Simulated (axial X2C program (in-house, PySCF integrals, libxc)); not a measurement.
SCuS: properties at the nuclei

Calculated with an axial X2C code built on PySCF integrals: two-component X2C with atomic mean-field Coulomb and Gaunt terms, Gaussian nuclei, basis S dyall-av3z, Cu dyall-v3z with contracted cores.

S–Cu–S held linear, with bonds 2.081 and 2.081 Å (near the PBE0 minimum at charge 0 of the determinant lowest at the starting distance; the state shown can have its own minimum elsewhere, held linear; other orders of the atoms were not compared).

Determinant lowest in the PBE0 search, Ω = 5/2 (⟨Sz⟩ = 1.50, ⟨Lz⟩ = 1.00 at PBE0), spin on the atoms S 0.67, Cu 0.16, S 0.67:

| level | A∥/gI S (MHz) | qzz S (a.u.) | A∥/gI Cu (MHz) | qzz Cu (a.u.) |
| --- | --- | --- | --- | --- |
| PBE0 | 32.6 | -1.79 | -25.9 | -0.90 |
| HF | 132 | -1.05 | -184 | -0.05 |
| LDA | 28.8 | -1.59 | 15.8 | -0.64 |

Determinant 0.04 eV from it at PBE0 and this distance, Ω = 1/2 (⟨Sz⟩ = 1.50, ⟨Lz⟩ = -1.00 at PBE0), spin on the atoms S 0.67, Cu 0.16, S 0.67:

| level | A∥/gI S (MHz) | qzz S (a.u.) | A∥/gI Cu (MHz) | qzz Cu (a.u.) |
| --- | --- | --- | --- | --- |
| PBE0 | -778 | -1.79 | 80.1 | -0.91 |
| HF | -964 | -1.12 | 1320 | -1.29 |
| LDA | -763 | -1.60 | -83 | -0.65 |

A∥ (defined per Ω) follows by multiplying with gI = μI/(I μN); qzz is the electric field gradient, eQq0 = 234.96 MHz × Q/barn × qzz. The operators were transformed with the bare-nucleus X2C matrices; with these basis sets, hyperfine constants and field gradients can be off by tens of per cent, and where levels differ in sign neither size nor sign is settled.

Problem. With Q(33S) = -0.0694 barn (Q from Pyykkö, Mol. Phys. 2018), turn the PBE0 values of the first state into constants in MHz.

Solution. eQq0(33S) = 234.96 × (-0.0694) × (-1.79) = 29.2 MHz.

The molecule was held linear; bending was not examined, so a bent shape may lie lower.

Each state is one determinant with collinear spin, which with several unpaired electrons need not be a pure state. Unrestricted Hartree–Fock can overshoot spin polarisation at the nuclei. With several open shells hyperfine constants can be off by a factor of several. The search compared states at one distance, so a state with another bond length can lie lower. Where a field gradient or hyperfine factor spreads by more than a factor of two over the levels, a constant derived from it is not to be relied on. PBE0 term energies can be off by some tenths of an eV.
